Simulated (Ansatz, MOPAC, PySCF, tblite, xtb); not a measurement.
Scan of H2Mg, singlet: map of symmetric stretch and bend. Scanned: Mg-H bond length and H-Mg-H angle.

GFN2-xTB, 300 K electronic temperature (tblite); RHF/def2-SVP (PySCF); FCI/cc-pVTZ = full CI/cc-pVTZ, frozen core (Ansatz, a first-principles code); RHF/cc-pVTZ (Ansatz); MP2/cc-pVTZ = MP2 on RHF/cc-pVTZ, frozen core (Ansatz); CCSD/cc-pVTZ = Ansatz with CCSD on RHF/cc-pVTZ, frozen core; CCSD(T)/cc-pVTZ = CCSD(T) on RHF/cc-pVTZ, frozen core (Ansatz); CCSDT/cc-pVTZ = CCSDT on RHF/cc-pVTZ, frozen core in Ansatz; CCSDT(Q)/cc-pVTZ = Ansatz with CCSDT(Q) on RHF/cc-pVTZ, frozen core; RKS-BLYP/cc-pVTZ = restricted BLYP/cc-pVTZ (Ansatz); RKS-B3LYP/cc-pVTZ = restricted B3LYP/cc-pVTZ run with Ansatz; RKS-PBE/cc-pVTZ = restricted PBE/cc-pVTZ in Ansatz; PM7, restricted, heats of formation (MOPAC); PM3, restricted, heats of formation (MOPAC); GFN1-xTB (xtb); RKS-B3LYP/6-31G* = restricted B3LYP/6-31G*, spherical d (PySCF 2.14.0); RHF/6-31G* = restricted Hartree-Fock/6-31G*, spherical d run with PySCF 2.14.0; RHF/3-21G = PySCF with restricted Hartree-Fock/3-21G; RKS-BP86/6-31G* = restricted BP86/6-31G*, spherical d (PySCF).

Energies in kcal/mol at chosen points (x: Mg-H bond length (Å); y: H-Mg-H angle (°)), relative to x = 1.70, y = 180:

```
method             (1.55, 171.54)  (1.70, 70)  (1.80, 161.60)  (2.20, 151.34)  (1.98, 131.42)  (1.98, 137.77)  (1.70, 171.54)
-----------------  --------------  ----------  --------------  --------------  --------------  --------------  --------------
GFN2-xTB                      0.5        48.1             3.1            22.7            14.0            12.9             0.1
RHF                           7.0        64.8             3.3            36.4            21.8            19.6             0.3
FCI/cc-pVTZ                   7.3        56.8             2.6            32.5            19.0            17.1             0.2
RHF/cc-pVTZ                   7.4        63.6             3.0            36.4            21.1            19.0             0.3
MP2/cc-pVTZ                   7.0        59.2             3.0            35.6            20.6            18.6             0.3
CCSD/cc-pVTZ                  7.3        57.3             2.7            32.9            19.2            17.3             0.2
CCSD(T)/cc-pVTZ               7.3        56.9             2.6            32.6            19.1            17.2             0.2
CCSDT/cc-pVTZ                 7.3        56.8             2.6            32.5            19.0            17.1             0.2
CCSDT(Q)/cc-pVTZ              7.3        56.7             2.6            32.5            19.0            17.1             0.2
RKS-BLYP/cc-pVTZ              6.8        56.3             2.5            30.8            17.9            16.2             0.2
RKS-B3LYP/cc-pVTZ             6.4        57.9             3.0            33.8            19.7            17.9             0.2
RKS-PBE/cc-pVTZ               7.3        55.2             2.3            30.1            17.4            15.7             0.2
PM7                          10.7        55.0             5.7            66.1            33.0            31.4             0.3
PM3                           6.7        25.6             4.9            49.0            27.7            26.5             0.1
GFN1-xTB                     -2.1        57.3             5.2            33.5            20.9            19.5             0.2
RKS-B3LYP/6-31G*              7.3        58.8             2.6            32.7            19.1            17.2             0.3
RHF/6-31G*                    8.1        64.9             2.7            35.5            20.6            18.4             0.3
RHF/3-21G                     8.9        66.0             2.6            35.5            21.1            18.8             0.3
RKS-BP86/6-31G*               8.2        56.1             1.9            29.1            16.8            15.0             0.3
```
